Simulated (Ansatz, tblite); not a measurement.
Spin states of the cluster Si₂N₂O (the lowest singlet isomer of a short search), each relaxed with r2SCAN-D4/def2-SVP in Ansatz. Electronic energies in the gas phase.

The xTB rows come from tblite. Correlated methods freeze 13 core orbitals. The structure comes from a short search, and lower isomers may exist.

Singlet geometry:

```tsv
atom	x (Å)	y (Å)	z (Å)
Si1	0.787	1.153	-1.394
Si2	0.510	0.602	0.903
N3	-0.605	-2.174	0.404
N4	-0.255	-1.105	0.401
O5	-0.438	1.524	-0.315
```

Triplet geometry (Cs within 0.1 Å):

Cartesian coordinates in Å:
```
Si -1.2883 -0.5717 -0.3083
Si 0.2927 1.0928 0.8962
N 1.4753 -0.4460 -1.3248
N 0.6214 -0.2354 -0.4898
O -1.1011 0.1604 1.2267
```

Quintet geometry:

```xyz
5

Si    1.833   -0.546   -1.164
Si   -0.034   -0.590    0.439
N    -2.037    1.462    0.024
N    -1.377    0.515    0.106
O     1.615   -0.841    0.595
```

⟨S²⟩: triplet 2.04 at PBE0-D4/def2-TZVP (pure 2.00), quintet 6.03 at PBE0-D4/def2-TZVP (pure 6.00).

Run but left out: HF/def2-TZVP, HF/def2-TZVPP (singlet: restricted singlet, unstable towards broken spin symmetry); MP2/def2-TZVP, MP2/def2-TZVPP (triplet: ⟨S²⟩ 2.16, where a pure state has 2.00); MP2/def2-TZVP, MP2/def2-TZVPP (quintet: ⟨S²⟩ 6.25, where a pure state has 6.00).

Only these spin states were relaxed. The triplet has other bonds than the singlet, so the gap mixes isomer and spin.

```csv
level,triplet − singlet (kcal/mol),quintet − singlet (kcal/mol),lowest of these,remarks
GFN1-xTB,-2.3,87.9,triplet,–
GFN2-xTB,-1.3,73.2,triplet,–
PBE-D4/def2-TZVP,16.9,77.8,singlet,–
BLYP-D4/def2-TZVP,17.2,82.7,singlet,–
r2SCAN-D4/def2-TZVP,13.4,69.4,singlet,–
PBE0-D4/def2-TZVP,13.5,75.2,singlet,–
ωB97M-V/def2-TZVP,15.5,89.4,singlet,–
CCSD/def2-TZVPP,18.9,82.9,singlet,"large T1 (0.023) (singlet), restricted SCF unstable (singlet), spin-contaminated (⟨S²⟩ 2.16) (triplet), spin-contaminated (⟨S²⟩ 6.25) (quintet)"
CCSD(T)/def2-TZVPP,21.7,86.2,singlet,"large T1 (0.023) (singlet), restricted SCF unstable (singlet), spin-contaminated (⟨S²⟩ 2.16) (triplet), spin-contaminated (⟨S²⟩ 6.25) (quintet)"
```

Change of the quintet − singlet gap on mixing in exact exchange, in kcal/mol: PBE to PBE0 (25 % exact exchange) -2.6.

The xTB methods have no spin-polarisation term.
